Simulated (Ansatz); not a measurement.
A structure relaxed at PBE0-D4/def2-TZVP, charge 0, multiplicity 1:

Cartesian coordinates in Å:
```
C 1.539 0.053 -0.586
N 0.195 0.010 -0.063
C 0.122 0.482 1.296
Al -1.176 -0.567 -1.027
O -2.756 -0.613 -0.412
H 2.225 -0.572 0.004
H 1.564 -0.311 -1.617
H 1.945 1.075 -0.583
H 0.745 -0.122 1.972
H -0.904 0.440 1.672
H 0.464 1.523 1.386
H -0.933 -1.054 -2.502
H -3.029 -0.345 0.461
```

Question: Give its formula and SMILES.

Answer: C2H8AlNO, `C[N](C)[AlH][OH]`.

Question: Point group (tolerance 0.08 Å, 0.16 Å for H)?

Answer: Cs.

Question: Summarise the bond lengths by kind.

Answer: 2 × C–N 1.440 to 1.443 Å; 6 × C–H 1.093 to 1.100 Å; 1 × Al–N 1.773 Å; 1 × Al–O 1.695 Å; 1 × Al–H 1.573 Å; 1 × H–O 0.954 Å.

Computed with Ansatz.
